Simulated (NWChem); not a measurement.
System meant: BI2 cation

The following NWChem deck was run.

```
start job
memory heap 200 mb stack 900 mb global 1100 mb
charge 1
geometry units angstroms noautoz
  I     -1.986361    -0.022807     0.020597
  B      0.000003     0.000005    -0.000000
  I      1.986358     0.022809    -0.020597
end
basis spherical
  * library def2-svp
end
ecp
  I library def2-ecp
end
dft
  xc b3lyp
  iterations 150
end
tddft
  cis
  nroots 4
  notriplet
end
task tddft energy
```

End of the output:

```
 Vector   30  Occ=0.000000D+00  E=-2.392304D-01  Symmetry=a1g
              MO Center=  3.0D-10,  3.1D-10, -1.3D-09, r^2= 5.7D+00
   Bfn.  Coefficient  Atom+Function         Bfn.  Coefficient  Atom+Function
  ----- ------------  ---------------      ----- ------------  ---------------
    29      1.126614  2 B  s                 16     -0.644441  1 I  pz
    56      0.644441  3 I  pz                28      0.600988  2 B  s
     4     -0.372207  1 I  s                 44     -0.372207  3 I  s
    13     -0.357325  1 I  pz                53      0.357325  3 I  pz
     3     -0.282432  1 I  s                 43     -0.282432  3 I  s

 center of mass
 --------------
 x =   0.00000000 y =   0.00000000 z =   0.00000000

 moments of inertia (a.u.)
 ------------------
        3576.928869784153           0.000000000000           0.000000000000
           0.000000000000        3576.928869784153           0.000000000000
           0.000000000000           0.000000000000           0.000000000000

     Multipole analysis of the density
     ---------------------------------

     L   x y z        total         alpha         beta         nuclear
     -   - - -        -----         -----         ----         -------
     0   0 0 0      1.000000    -27.000000    -27.000000     55.000000

     1   1 0 0     -0.000000     -0.000000     -0.000000      0.000000
     1   0 1 0     -0.000000     -0.000000     -0.000000      0.000000
     1   0 0 1      0.000000      0.000000      0.000000      0.000000

     2   2 0 0    -40.631665    -20.315833    -20.315833      0.000000
     2   1 1 0      0.000000      0.000000      0.000000      0.000000
     2   1 0 1      0.000000      0.000000      0.000000      0.000000
     2   0 2 0    -40.631665    -20.315833    -20.315833      0.000000
     2   0 1 1      0.000000      0.000000      0.000000      0.000000
     2   0 0 2    -21.519471   -363.095984   -363.095984    704.672497

 ------------------------------------------------------------------------
 tddft_init: non-Abelian symmetry not permitted                   0
 ------------------------------------------------------------------------
 ------------------------------------------------------------------------
  current input line :
    24: task tddft energy
 ------------------------------------------------------------------------
 ------------------------------------------------------------------------
 There is an error related to the specified geometry
 ------------------------------------------------------------------------
 For more information see the NWChem manual at https://nwchemgit.github.io

0:tddft_init: non-Abelian symmetry not permitted:Received an Error in Communication
```

Find the fault in this run and fix the input.

The program stopped with an error. Cause: the TDDFT module takes Abelian point groups alone, and the geometry was found to have a non-Abelian one. This input runs:
```
start job
memory heap 200 mb stack 900 mb global 1100 mb
charge 1
geometry units angstroms noautosym nocenter noautoz
  I     -1.986361    -0.022807     0.020597
  B      0.000003     0.000005    -0.000000
  I      1.986358     0.022809    -0.020597
end
basis spherical
  * library def2-svp
end
ecp
  I library def2-ecp
end
dft
  xc b3lyp
  iterations 150
end
tddft
  cis
  nroots 4
  notriplet
end
task tddft energy
```
It converges to -620.14224 Ha (B3LYP/def2-SVP with def2 effective core potentials on I, TDA).
